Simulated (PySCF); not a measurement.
Spinor energies of Er²⁷⁺ (erbium, charge +27)

Start: [Kr] 4d5; 4d3/2 filled at m_j = -3/2, -1/2, +1/2, +3/2; 4d5/2 filled at m_j = +5/2. Calculated with PySCF 2.14 in an uncontracted even-tempered set (17 s from 2.3 bohr⁻², ratio 2.8; 14 p from 2.9 bohr⁻², ratio 2.8; 9 d from 2.9 bohr⁻², ratio 2.8; 3 f from 12 bohr⁻², ratio 3): generalised Hartree-Fock with the X2C-1e Hamiltonian and a Gaussian nucleus; one run each with spin-orbit coupling (SO) switched off, then screened by Boettger's factors.

| spinor shell | electrons | ε, spin-free (eV) | ε, screened SO (eV) | weight of nominal j (screened SO) | rms radius, screened SO (bohr) |
| --- | --- | --- | --- | --- | --- |
| 1s1/2 | 2 | -58706.6 | -58692.8 | 1.000 | 0.0231 |
| 2s1/2 | 2 | -10768.8 | -10764.1 | 1.000 | 0.0935 |
| 2p1/2 | 2 | -9629.4 | -10280.0 | 1.000 | 0.0798 |
| 2p3/2 | 4 | -9629.4 | -9355.3 | 1.000 | 0.0867 |
| 3s1/2 | 2 | -3174.8 | -3173.0 | 1.000 | 0.239 |
| 3p1/2 | 2 | -2821.7 | -2962.1 | 1.000 | 0.230 |
| 3p3/2 | 4 | -2821.7 | -2761.2 | 1.000 | 0.243 |
| 3d3/2 | 4 | -2379.9 | -2407.2 | 0.996 | 0.216 |
| 3d5/2 | 6 | -2379.9 | -2359.7 | 0.998 | 0.220 |
| 4s1/2 | 2 | -1292.4 | -1291.8 | 1.000 | 0.503 |
| 4p1/2 | 2 | -1159.0 | -1205.6 | 0.983 | 0.508 |
| 4p3/2 | 4 | -1159.0 | -1138.1 | 0.992 | 0.534 |
| 4d3/2 | 4 | -1000.3 | -1001.9 | 0.902 | 0.531 |
| 4d5/2 | 1 | -1000.3 | -991.89 | 1.000 | 0.538 |

| quantity | spin-free | screened SO |
| --- | --- | --- |
| E (hartree) | -12729.90115 | -12741.14172 |
| M_J | 5/2 | 5/2 |
| ⟨J²⟩ | 8.750 | 8.764 |
| ⟨L²⟩ | 0.000 | 2.704 |
| ⟨S²⟩ | 8.750 | 5.022 |

Each row is a mean over spinors that exchange with the open shell spreads, by up to 22.185 eV (4p3/2).

Breit and QED terms are absent; they matter most for the inner s and p1/2 levels.

Densities and radii are taken from the X2C orbitals without a picture-change correction, which distorts them close to the nucleus.

Without spin-orbit coupling the j labels of p, d and f shells carry no meaning; the spin-free column gives the mean over the occupied spinors of each nl shell.
